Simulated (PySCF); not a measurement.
SMILES C[O][In]([O]C(C)C)[O]C, singlet, GFN2-xTB optimised geometry.

```
22

In    -0.89     0.37     0.00
O     -1.83    -1.43     0.04
C     -1.10    -2.62     0.10
H     -0.57    -2.74     1.05
H     -1.84    -3.43     0.01
H     -0.38    -2.71    -0.72
O     -2.10     2.00     0.00
C     -3.49     1.87    -0.17
H     -3.91     1.04     0.41
H     -3.93     2.81     0.20
H     -3.75     1.74    -1.22
O      1.11     0.37     0.00
C      1.87     1.54     0.12
C      3.27     1.10     0.59
C      1.26     2.54     1.09
H      1.97     2.02    -0.87
H      3.19     0.64     1.57
H      3.93     1.96     0.64
H      3.68     0.38    -0.11
H      0.27     2.82     0.74
H      1.17     2.07     2.08
H      1.88     3.43     1.17
```

Density from CAM-B3LYP/def2-SVP, def2 effective core potentials past Kr in PySCF at that geometry. The core electrons that the potentials of In replace are not part of the density.

Minimum of the electron density along straight lines between bonded atoms, close to the bond critical point (lines longer than 1.1 times the sum of covalent radii, or with two minima, are not listed):

| bond | length / Å | ρ at the minimum / e bohr⁻³ | ∇²ρ there / e bohr⁻⁵ | position (fraction from the first atom) |
|---|---|---|---|---|
| In1–O2 | 2.025 | 0.096 | 0.54 | 0.52 |
| O2–C3 | 1.400 | 0.263 | -0.46 | 0.66 |
| C3–H4 | 1.095 | 0.279 | -1.05 | 0.63 |
| C3–H5 | 1.095 | 0.280 | -1.07 | 0.64 |
| C3–H6 | 1.095 | 0.280 | -1.05 | 0.63 |
| In1–O7 | 2.026 | 0.096 | 0.53 | 0.52 |
| O7–C8 | 1.400 | 0.263 | -0.44 | 0.66 |
| C8–H9 | 1.094 | 0.281 | -1.06 | 0.63 |
| C8–H10 | 1.095 | 0.280 | -1.07 | 0.64 |
| C8–H11 | 1.095 | 0.280 | -1.06 | 0.63 |
| In1–O12 | 2.006 | 0.099 | 0.57 | 0.52 |
| O12–C13 | 1.400 | 0.263 | -0.42 | 0.66 |
| C13–C14 | 1.533 | 0.248 | -0.59 | 0.51 |
| C13–C15 | 1.526 | 0.252 | -0.60 | 0.50 |
| C13–H16 | 1.101 | 0.279 | -1.04 | 0.63 |
| C14–H17 | 1.087 | 0.277 | -1.03 | 0.63 |
| C14–H18 | 1.087 | 0.277 | -1.02 | 0.62 |
| C14–H19 | 1.087 | 0.278 | -1.04 | 0.63 |
| C15–H20 | 1.093 | 0.274 | -1.00 | 0.63 |
| C15–H21 | 1.091 | 0.274 | -1.00 | 0.63 |
| C15–H22 | 1.088 | 0.276 | -1.03 | 0.63 |
